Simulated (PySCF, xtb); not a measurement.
Si(NHSiH3)(Cl)3 (Cl3H4NSi2), SMILES [SiH3]N[Si](Cl)(Cl)Cl.

GFN2-xTB run with xtb at its own geometry gives an orbital gap of 5.56 eV and a dipole moment of 2.60 D.

The structure is a stationary point at PBE0-D3(BJ)/def2-SVP. Other conformers were not sampled.

Q: What does PySCF with PBE0/def2-TZVP give? (The exact figures need the calculation; the answer reports its results.)

A: gap 7.97 eV (levels -8.25 and -0.28 eV), dipole 2.05 D.
